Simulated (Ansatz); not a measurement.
```xyz
5

O     1.320    0.123   -0.181
Al   -0.359    0.264   -0.222
I    -1.739   -1.217    1.198
H     1.788   -0.505    0.367
H    -1.009    1.335   -1.162
```

The species carries charge 0 and has multiplicity 1. I: def2 effective core potential.

(1) List the ωB97M-V/def2-TZVPP orbital energies in eV (Ansatz). (Best estimate.)

## Answers

(1) Ansatz gave: Occupied: -1533.01, -526.05, -190.64, -136.35, -136.24, -136.21, -117.57, -77.22, -77.10, -77.02, -55.27, -55.22, -55.20, -55.10, -55.10, -30.39, -22.05, -17.11, -13.61, -12.55, -12.28, -10.95, -10.13, -9.97. Lowest empty: 0.57, 1.10, 2.16, 3.25, 3.90, 4.36, 5.25, 5.28.
